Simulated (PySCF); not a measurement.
C2H6NO, SMILES NC(C)=[OH+], charge +1. The structure is a stationary point at B3LYP-D3(BJ)/def2-SVP. The isomer is the one that the SMILES or the coordinates give; other isomers of the formula were not compared. Other conformers were not sampled.

Computed with PySCF with B3LYP-D3(BJ)/def2-SVP.

Harmonic wavenumbers (cm⁻¹): 108, 434, 530, 532, 547, 685, 762, 893, 1015, 1055, 1092, 1199, 1380, 1437, 1438, 1535, 1569, 1754, 3041, 3120, 3175, 3518, 3648, 3754. Rotational constants (GHz): 10.42, 8.994, 4.979; symmetry number 1.

Task: Work out the zero-point energy and the ideal-gas rigid-rotor harmonic-oscillator thermochemistry at 298.15 K and 1 atm.

Result: ZPE = ½ Σ hcν = ½ × 38222 cm⁻¹ = 228.62 kJ/mol. H − E(el) = 243.77 kJ/mol. Entropy in J/(mol K): translation 159.83, rotation 100.62, vibration 28.95, total 289.39. G − E(el) = 157.49 kJ/mol. Cp = 77.44 J/(mol K). Modes under 150 cm⁻¹ make the vibrational entropy uncertain.
